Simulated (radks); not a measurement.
The numbers below are computed, except where a source is named.
Dipole-allowed excitations along the series with 30 electrons in [Ar] 3d10 4s2. Level of theory: scalar-relativistic Kohn-Sham, LB94 model potential, spin-unpolarised, spherical densities, finite nucleus; Fermi nuclear charge, rms radius of each element as measured or else 0.836 A^(1/3) + 0.57 fm (a radial shooting solver on a logarithmic mesh with Libxc functionals). Time-dependent linear response with the Hartree and adiabatic LDA kernel, continuum included through the Sternheimer equations, no spin-orbit coupling, so fine structure and intercombination lines are absent. Lines are the poles of the dipole polarisability below minus the highest occupied eigenvalue, found on a grid refined at the orbital gaps; the lowest seven at most are given, and weak or close lines can be missed. The first line takes the name of the lowest orbital gap if no other gap lies below it; otherwise a line is named after a gap within 0.6 % of it, if that gap stands alone.

As3+: -e(HOMO) (eV) 52.393; lowest orbital gap (eV) 4s-4p 12.121; first line (eV) 15.009 (4s-4p); f 1.62; static alpha (bohr^3) 6.001
Se4+: -e(HOMO) (eV) 70.578; lowest orbital gap (eV) 4s-4p 14.169; first line (eV) 17.494 (4s-4p); f 1.59; static alpha (bohr^3) 4.320
Br5+: -e(HOMO) (eV) 90.734; lowest orbital gap (eV) 4s-4p 16.219; first line (eV) 19.951 (4s-4p); f 1.56; static alpha (bohr^3) 3.243
Kr6+: -e(HOMO) (eV) 112.82; lowest orbital gap (eV) 4s-4p 18.283; first line (eV) 22.404 (4s-4p); f 1.53; static alpha (bohr^3) 2.510
Rb7+: -e(HOMO) (eV) 136.80; lowest orbital gap (eV) 4s-4p 20.370; first line (eV) 24.866 (4s-4p); f 1.49; static alpha (bohr^3) 1.989
Sr8+: -e(HOMO) (eV) 162.67; lowest orbital gap (eV) 4s-4p 22.485; first line (eV) 27.348 (4s-4p); f 1.46; static alpha (bohr^3) 1.607
